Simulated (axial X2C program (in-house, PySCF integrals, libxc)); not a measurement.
## Spin–orbit effects down a group: molecules with Ni (ions), PBE0

All values come from calculations with an axial X2C code built on PySCF integrals, spin-free (one-electron X2C) or two-component (2c: spin–orbit coupling with atomic mean-field Coulomb and Gaunt terms, which also bring small scalar terms), in Dyall basis sets with cores contracted in-house; open shells are unrestricted.

Basis sets: H dyall-v3z, K dyall-v3z, Li dyall-cv3z, Na dyall-cv3z, Ni dyall-cv3z, Ni dyall-v3z.

```tsv
molecule	spin-free state	Re (Å)	ωe (cm⁻¹)	De (eV)	2c state	Re 2c (Å)	ωe 2c (cm⁻¹)	De 2c (eV)
NiH⁺	M_S = 1, Λ = 2	1.469	2039.3	1.92	Ω = 3	1.469	2038.4	n/a
LiNi⁺	M_S = 1, Λ = 2	2.598	279.7	0.74	Ω = 3	2.598	279.7	n/a
NaNi⁺	M_S = 1, Λ = 2	2.940	144.8	0.45	Ω = 3	2.940	144.8	n/a
KNi⁺	M_S = 1, Λ = 0	3.595	69.0	0.24	Ω = 3	3.431	89.5	n/a
```

Fragments in 2c: Ni+ + H, Ni + Li+, Ni + Na+, Ni + K+. Each entry is the lowest single determinant of a limited PBE0 search at one distance. De goes to single-determinant-based atoms at the same level (for ions the charge split of lowest energy) and is withheld (n/a) where an atom does not fit its ground term or J level. Main or longest-lived isotopes. One determinant is a doubtful description, or other states lie close, for NiH⁺, LiNi⁺, NaNi⁺, KNi⁺; these need not be ground states, and all values refer to the states named. With several unpaired electrons the Ω given is that of one determinant, not necessarily of the lowest component. The functionals have no current term, which raises determinants with orbital currents. Where the atoms have a lower orbital projection than the molecule, De at mean-field level may be about a tenth of an eV too small. The lowest determinant changes configuration between the Hamiltonians for KNi⁺, so two states are compared there.
